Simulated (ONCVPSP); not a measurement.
# Configuration tests for Ba (ONCV)

Ba (Z = 56), optimised norm-conserving Vanderbilt (ONCV), made with ONCVPSP 4.0.1 (revPBE, fully relativistic). Core [Kr] 4d10, reference 5s2 5p6 6s1 6p1. Waves: 5s+6s: rc 2.55 bohr, ncon 4, nbas 8, qcut 3.6 1/bohr, 3 projectors, debl 3.4 Ha; 5p+6p: rc 2.65 bohr, ncon 4, nbas 8, qcut 6.5 1/bohr, 2 projectors; d scattering state at 0.13 Ha: rc 2.60 bohr, ncon 3, nbas 7, qcut 3.2 1/bohr, 2 projectors, debl 3.8 Ha. Local part: polynomial inside 2.40 bohr (lpopt 5, dvloc0 0 Ha). Core correction: Teter function, fcfact 1.75, rcfact 1.45.

Open shells are filled in proportion to 2j + 1.

In the d channel the program set the typed energies aside and used 0.050, 3.850 Ha (j = l + 1/2; the other j can differ).

Energies are relative to the spin-unpolarised reference configuration 5s2 5p6 6s1 6p1; without spin polarisation the order of configurations can differ from experiment.

```csv
valence configuration,charge,ΔE all-electron (eV),error AE − PS (meV)
5s2 5p6 6s1 6p0,+1,3.311,0.0
5s2 5p6 6s0 6p0,+2,13.189,-1.1
5s2 5p6 6s0 6p2,0,2.037,-0.6
```

(1) What are ΔE and the potential's error for 5s2 5p6 6s2 6p0?

Answers

(1) ΔE = -1.982 eV all-electron; the error (AE − PS) is -0.5 meV.
